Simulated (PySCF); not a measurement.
**Polarisability and C₆ of Rb⁺ (rubidium, charge +1)**

[Kr], closed-shell 1S. Computed with PySCF 2.14 in aug-cc-pVDZ-X2C (7s6p4d, 45 functions), with the spin-free X2C one-electron Hamiltonian (Gaussian nucleus). Coupled (time-dependent) response in atomic units; α is the mean over directions. A double-zeta set is small for polarisabilities.

| method | mean α (bohr³) | C₆ (like pair) | S(−4) |
| --- | --- | --- | --- |
| UHF | 6.407 | 24.32 | 10.49 |
| PBE | 6.953 | 27.01 | 12.85 |
| PBE0 | 6.645 | 25.34 | 11.61 |
| HSE06 | 6.684 | 25.61 | 11.71 |
| M06-2X | 6.616 | 24.96 | 11.71 |

S(−4) is the Cauchy moment in α(ω) = α(0) + S(−4) ω² + …

α(iu) at PBE:

```json
{"u (hartree)": "0", "α(iu) (bohr³)": "6.953"}
{"u (hartree)": "0.0500", "α(iu) (bohr³)": "6.921"}
{"u (hartree)": "0.100", "α(iu) (bohr³)": "6.827"}
{"u (hartree)": "0.200", "α(iu) (bohr³)": "6.476"}
{"u (hartree)": "0.300", "α(iu) (bohr³)": "5.968"}
{"u (hartree)": "0.500", "α(iu) (bohr³)": "4.781"}
{"u (hartree)": "0.750", "α(iu) (bohr³)": "3.454"}
{"u (hartree)": "1.00", "α(iu) (bohr³)": "2.492"}
{"u (hartree)": "1.50", "α(iu) (bohr³)": "1.390"}
{"u (hartree)": "2.00", "α(iu) (bohr³)": "0.8596"}
{"u (hartree)": "3.00", "α(iu) (bohr³)": "0.4114"}
{"u (hartree)": "5.00", "α(iu) (bohr³)": "0.1544"}
```

For an ion, C₆ is the dispersion term alone; charge-induced terms of lower order in 1/R come first.
